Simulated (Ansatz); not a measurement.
The cluster Li6Te2. Charge 0, multiplicity 1. Geometry PBE0-D4/def2-SVP; atoms count from 1.

Cartesian coordinates in Å:
```
Li -0.803 -1.227 1.919
Li 1.670 -0.898 -0.265
Li -0.994 0.321 -0.419
Li 0.814 2.176 0.657
Li -1.534 1.736 2.699
Li 0.147 -1.004 -2.522
Te -0.526 -2.379 -0.359
Te 1.227 1.275 -1.711
```

In the def2 sets Te takes a core potential; there is no spin–orbit coupling. The restricted singlet is unstable towards broken spin symmetry in Hartree–Fock (as tested in another run); at PBE0-D4/def2-TZVP this wasn't settled. The structure comes from a short search, and lower isomers may exist.

(1) Estimate the Mulliken populations from the PBE0/def2-TZVP orbitals of Ansatz.

(2) And the Mayer bond orders between heavy atoms (over 0.3)?

Answers

(1) 
```csv
atom,charge (e)
Li1,0.37
Li2,0.55
Li3,0.35
Li4,0.37
Li5,-0.03
Li6,0.51
Te7,-1.06
Te8,-1.06
```
Mulliken values depend strongly on the basis.

(2) Li1–Li5 0.38 (3.15 Å); Li1–Te7 0.44 (2.57 Å); Li2–Te7 0.37 (2.65 Å); Li2–Te8 0.37 (2.65 Å); Li3–Te7 0.34 (2.74 Å); Li3–Te8 0.34 (2.74 Å); Li4–Li5 0.38 (3.14 Å); Li4–Te8 0.43 (2.57 Å); Li6–Te7 0.39 (2.65 Å); Li6–Te8 0.39 (2.65 Å).
